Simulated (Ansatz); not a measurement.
`C[O][Sn][CH3]` + HCl → `C[O][Sn][Cl]` + CH₄ at 400 K and 1 bar (ligand exchange at the Sn–C bond).

Computed with Ansatz on PBE0-D4/def2-TZVP structures; ΔE is electronic, products minus reactants. CBS: MP2 limit from def2 TZ/QZ plus the TZ coupled-cluster correction, frozen cores. This one scheme is used for every species. Elements past krypton have def2 core potentials. For Sn outer-core shells are correlated without core-valence functions, which leaves a few kJ/mol of doubt a bond. One conformer a species, not always the lowest.

| species | CCSD(T)/CBS energy (Eh) | H − E (kJ/mol) | S (J/(mol·K)) |
| --- | --- | --- | --- |
| `C[O][Sn][CH3]` | -368.91992 | 231.0 | 384.5 |
| HCl | -460.38127 | 29.6 | 195.4 |
| `C[O][Sn][Cl]` | -788.90874 | 138.3 | 369.9 |
| CH₄ | -40.46206 | 131.3 | 197.2 |

H − E and S are ideal-gas, rigid-rotor, harmonic terms from PBE0-D4/def2-TZVP, for one conformer and one mirror image of each species. 1 Eh = 2625.50 kJ/mol, R = 8.31446 J/(mol·K).

By hand: ΔE, ΔH, ΔS and ΔG.

ΔE = (-788.90874) + (-40.46206) − (-368.91992) − (-460.38127) = -0.06961 Eh = -182.8 kJ/mol. Δ(H − E) = 138.3 + 131.3 − 231.0 − 29.6 = 9.0, so ΔH = -173.8 kJ/mol. ΔS = 369.9 + 197.2 − 384.5 − 195.4 = -12.8 J/(mol·K). ΔG = -173.8 − 400 × (-12.8)/1000 = -168.7 kJ/mol.

By hand: the equilibrium constant, and the temperature at which ΔG would vanish if ΔH and ΔS stayed fixed.

log₁₀ K = −ΔG/(RT ln 10) = 22.0. ΔG = 0 at ΔH/ΔS = 13578 K, far beyond where these terms or the molecules hold.

The number of gas molecules stays the same, so ΔS is small and ΔH decides. A doubt of 5 kJ/mol in ΔE shifts log₁₀ K by 0.7 here. Other conformers and mirror images would add mixing entropy, several J/(mol·K) or more a flexible species. These are equilibria of isolated gas molecules and say nothing of rates. Largest T1 diagnostic: 0.017 (customary marks: 0.02 for closed shells, 0.045 for open ones).
